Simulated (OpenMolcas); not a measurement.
Mn4+ with 4 ligands (bromide) in tetrahedral coordination (Td). Ligand basis ANO-RCC-VDZP.

```yaml
Program: OpenMolcas
Method: CASSCF
Basis: ANO-RCC-VDZP [5s4p2d1f]
Scalar_Hamiltonian: DKH2, point nucleus
Active_space: 3 electrons in 5 orbitals (3d)
State_averaging: 2S+1 = 4 even, 10 roots; 2S+1 = 2 even, 40 roots
Spin-orbit_coupling: state interaction with AMFI integrals over the reference wave functions
```

All ligands move together. At R = 2.22 Å the first state of the same spin is 9087 cm-1, and at R = 2.3 Å it is 8396 cm-1.

Problem. A third run gives 7569 cm-1. What distance was it run at?

Solution. With a power law R^-n the two known points give n = -ln(8396 / 9087) / ln(2.3 / 2.22) = 2.23. Then R = 2.22 × (9087 / 7569)^(1/2.23) = 2.410 Å. The run was at 2.42 Å, so the estimate is off by -0.010 Å.

An orbital triplet at a regular site is open to Jahn-Teller coupling, which can distort the site and quench the lowest spin-orbit gaps and is left out. Without dynamic correlation the repulsion within the d shell is too large (B by tens of per cent), so at a given field states of lower spin stand too high. The least metal-like active orbital is 71 % on the metal (Löwdin) and no ligand orbital is active, so the numbers are rough. Ligand-to-metal charge-transfer states are missing. This ion would oxidise such ligands; the complex is a model and need not exist. With no ligand orbital active B as a rule stays too high, so bands that hang on it stand too high and its fall with covalency is understated. With metal d orbitals alone and no dynamic correlation the field as a rule comes out too small, by tens of per cent, by up to half for chloride and softer ligands. No measured value stands beside these numbers; the geometry is a model, was not optimised and need not be the one that this ion takes.
